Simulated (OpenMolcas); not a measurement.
# How methods differ on B2H4F2 (diborane 1,2-di F)

B2H4F2 has 8 atoms, charge 0, and is taken as a singlet. Geometry: relaxed at GFN2-xTB.

```jsonl
{"atom": "B", "x (Å)": "0.9003", "y (Å)": "0.1356", "z (Å)": "0.2205"}
{"atom": "F", "x (Å)": "1.5774", "y (Å)": "-0.8705", "z (Å)": "0.7749"}
{"atom": "H", "x (Å)": "1.4685", "y (Å)": "1.1493", "z (Å)": "0.0646"}
{"atom": "H", "x (Å)": "-0.2794", "y (Å)": "0.3449", "z (Å)": "0.8720"}
{"atom": "B", "x (Å)": "-0.9017", "y (Å)": "-0.0698", "z (Å)": "-0.2433"}
{"atom": "F", "x (Å)": "-1.5236", "y (Å)": "-1.2331", "z (Å)": "-0.0486"}
{"atom": "H", "x (Å)": "-1.5181", "y (Å)": "0.7972", "z (Å)": "-0.7364"}
{"atom": "H", "x (Å)": "0.2767", "y (Å)": "-0.2536", "z (Å)": "-0.9037"}
```

Quantity: the electronic atomisation energy, in eV. The values are calculated. Electronic energies at fixed atoms, without zero-point motion or spin-orbit coupling.

| level | kind | program | value (eV) | CPU time (all runs) |
| --- | --- | --- | --- | --- |
| HF/def2-SVPD | Hartree–Fock | OpenMolcas | 23.91 | 18 s |
| SVWN5/def2-SVPD | LDA | OpenMolcas | 35.18 | 37 s |
| BLYP/def2-SVPD | GGA | OpenMolcas | 30.43 | 51 s |
| PBE/def2-SVPD | GGA | OpenMolcas | 31.17 | 51 s |
| TPSS/def2-SVPD | meta-GGA | OpenMolcas | 31.07 | 61 s |
| r2SCAN/def2-SVPD | meta-GGA | OpenMolcas | 30.99 | 66 s |
| BHLYP/def2-SVPD | global hybrid | OpenMolcas | 29.82 | 43 s |
| M06-2X/def2-SVPD | hybrid meta-GGA | OpenMolcas | 30.81 | 57 s |

The values span 23.91 to 35.18 eV. Times are those of the runs behind each value, whatever else they computed, on shared processors of several kinds: orders of magnitude only.
